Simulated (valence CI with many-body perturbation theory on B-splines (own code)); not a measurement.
The numbers below are computed, except where a source is named.
# W LIV in three bases

Method: configuration interaction combined with many-body perturbation theory (CI+MBPT): three valence electrons over a frozen Dirac-Fock core [Ar], a basis of 7 s, 7 p, 8 d, 6 f, 4 g, 1 h functions for each j, with the one-electron correlation potential Σ1, the two-electron term Σ2, the three-electron term Σ3, Breit, model QED; selected CI, second order for the rest, scaled by the run's own slope (own B-spline code, finite nucleus).

The last digits are not significant, and no measured levels were compared; by estimate large intervals hold to a few tenths of a per cent, small ones and those within an open d or f shell to about a per cent. The list stops below the first excitations out of the core. Only levels of the ground parity were solved; by the run's estimate the other parity begins above the list, which can be wrong where configurations are misplaced.

The reference run has the lowest level (3d3/2^3) J=3/2 and an ionisation energy of 5056.57 eV. Its largest variational space holds 4698 state functions.

Levels are named by their leading jj configuration (3d3/2^4 stands for four electrons in 3d with j = 3/2), which in mixed levels can hold well under half, so a name can repeat and another be missing. Letters in brackets count levels of one name in rising energy.

Changed runs:
A. basis 6 s, 6 p, 5 d, 5 f, 1 g
B. basis 5 s, 5 p, 4 d, 4 f

Excitation energies of the reference run in cm⁻¹, and shifts in cm⁻¹:

```csv
Level,Reference,A,B
(3d3/2^2 3d5/2) J=5/2 [a],529175,-250,-422
(3d3/2^2 3d5/2) J=3/2,580111,-106,-76
(3d3/2^2 3d5/2) J=9/2,609572,+87,+297
(3d3/2^2 3d5/2) J=7/2,610511,+16,+122
(3d3/2^2 3d5/2) J=1/2,623360,+24,+186
(3d3/2^2 3d5/2) J=5/2 [b],812223,+297,+660
(3d3/2 3d5/2^2) J=7/2 [a],1128670,-208,-307
(3d3/2 3d5/2^2) J=9/2,1165750,-106,-66
(3d3/2 3d5/2^2) J=3/2 [a],1208190,-59,-46
(3d3/2 3d5/2^2) J=1/2,1231940,+81,+312
(3d3/2 3d5/2^2) J=11/2,1242470,+157,+522
(3d3/2 3d5/2^2) J=5/2 [a],1244730,+14,+148
Ionisation energy (eV),5056.57,-0.07,-0.10
```
